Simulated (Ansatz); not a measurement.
```xyz
10

C     1.010    1.087    0.555
O    -0.192    1.198   -0.179
Ge   -1.024   -0.245   -0.745
Cl    0.273   -1.254   -2.137
Se   -1.493   -1.742    1.000
H     0.883    0.464    1.448
H     1.816    0.668   -0.058
H     1.296    2.092    0.869
H    -2.280    0.257   -1.454
H    -0.288   -2.524    0.700
```

Total charge 0; spin multiplicity 1.

Q: List the PBE/def2-TZVPP orbital energies in eV (the Gaussian-basis code of Ansatz). (An estimate is asked.)

A: The calculation gave: Occupied: -12302.65, -10805.93, -2738.97, -1562.63, -1403.41, -1403.39, -1403.32, -1339.18, -1192.62, -1192.60, -1192.58, -510.66, -270.20, -249.53, -205.62, -190.24, -190.06, -190.05, -163.85, -150.96, -150.88, -150.67, -115.34, -115.28, -115.23, -54.07, -54.06, -53.90, -53.84, -53.81, -31.24, -31.14, -31.10, -31.05, -31.03, -25.23, -20.40, -17.90, -16.93, -13.70, -11.34, -11.10, -10.98, -10.13, -9.24, -8.82, -8.08, -7.67, -7.32, -6.81, -6.29. Lowest empty: -1.90, -0.97, -0.17, -0.10, 0.59, 1.26, 2.26, 2.41.
